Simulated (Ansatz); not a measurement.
GeMe3(OiPr) (C₆H₁₆GeO). Total charge 0; singlet. Geometry PBE-D4/def2-SVP; atoms count from 1.

| atom | x (Å) | y (Å) | z (Å) |
| --- | --- | --- | --- |
| Ge1 | 0.449 | -0.508 | -1.026 |
| C2 | 1.703 | 0.992 | -1.250 |
| H3 | 1.205 | 1.965 | -1.067 |
| H4 | 2.098 | 0.997 | -2.286 |
| H5 | 2.556 | 0.893 | -0.550 |
| C6 | 1.301 | -2.247 | -1.312 |
| H7 | 1.574 | -2.381 | -2.377 |
| H8 | 0.604 | -3.057 | -1.019 |
| H9 | 2.216 | -2.332 | -0.694 |
| C10 | -1.137 | -0.311 | -2.175 |
| H11 | -1.929 | -1.011 | -1.841 |
| H12 | -0.880 | -0.547 | -3.228 |
| H13 | -1.541 | 0.720 | -2.135 |
| O14 | -0.059 | -0.600 | 0.718 |
| C15 | -0.272 | 0.548 | 1.529 |
| C16 | -0.303 | 0.070 | 2.981 |
| C17 | -1.557 | 1.290 | 1.144 |
| H18 | 0.584 | 1.264 | 1.420 |
| H19 | -1.142 | -0.642 | 3.125 |
| H20 | -0.433 | 0.917 | 3.685 |
| H21 | 0.638 | -0.458 | 3.230 |
| H22 | -1.504 | 1.682 | 0.107 |
| H23 | -2.426 | 0.602 | 1.203 |
| H24 | -1.744 | 2.152 | 1.818 |

(1) Estimate the Mulliken populations from the PBE0/def2-TZVP orbitals of Ansatz.

(2) And the Mayer bond orders between heavy atoms (over 0.3)?

Answers

(1) 
```tsv
atom	charge (e)
Ge1	0.48
C2	-0.51
H3	0.14
H4	0.14
H5	0.15
C6	-0.47
H7	0.13
H8	0.15
H9	0.14
C10	-0.49
H11	0.15
H12	0.14
H13	0.13
O14	-0.42
C15	0.08
C16	-0.33
C17	-0.35
H18	0.06
H19	0.11
H20	0.11
H21	0.12
H22	0.11
H23	0.11
H24	0.12
```
Mulliken values depend strongly on the basis.

(2) Ge1–C2 0.94 (1.97 Å); Ge1–C6 0.99 (1.96 Å); Ge1–C10 0.94 (1.97 Å); Ge1–O14 0.95 (1.82 Å); O14–C15 1.02 (1.42 Å); C15–C16 0.99 (1.53 Å); C15–C17 0.99 (1.53 Å).
